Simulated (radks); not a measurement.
Numerical settings for the molybdenum ion Mo11+, [Ar] 3d10 4s2 4p1. All-electron calculation, Dirac Kohn-Sham, PBE, spin-unpolarised, spherical densities, point nucleus; open shells fill j = l - 1/2 first. Program: a radial shooting solver on a logarithmic mesh with Libxc functionals. The defaults (mesh step 0.008 in ln r, mesh end at 40 bohr or more with all orbitals vanishing there, Anderson mixing 0.5 over 9 steps, residual threshold near 1e-9 with the energy settled to 1e-9 hartree or 1e-11 of itself, here a cap of 85 iterations) give E = -4011.0008 hartree and 4p1/2 at -219.84 eV in 14 iterations. Run on one thread of a shared host, so times are rough (Intel(R) Xeon(R) Platinum 8488C): 0.14 s of CPU time, 0.14 s wall, 14 iterations on 2476 mesh points. Changes against that run (0 stands for a change within the tolerance of the run):

setting                    iterations  converged  E (mhartree)  e(4p1/2) (meV)  CPU (s)
mesh step in ln r 0.003            14        yes             0               0     0.36
mesh step in ln r 0.012            14        yes             0               0     0.12
mesh step in ln r 0.005            14        yes             0               0     0.24
mesh end (bohr) 12                 14        yes             0               0     0.16
mesh end (bohr) 20                 14        yes             0               0     0.17
residual threshold 0.01             8        yes             0          -0.172     0.13
residual threshold 1e-05           10        yes             0         +0.0788     0.16
mixing 0.01                        19        yes             0               0     0.25
linear mixing, mixing 0.8          19        yes             0               0     0.21
linear mixing, mixing 1            44        yes             0               0     0.34
mixing history 20                  20        yes             0               0     0.19
iteration cap 8                     8         no             0          +0.192     0.09

No run marked as converged misses the energy by more than 1 mhartree. A mesh that ends early acts as a hard wall.
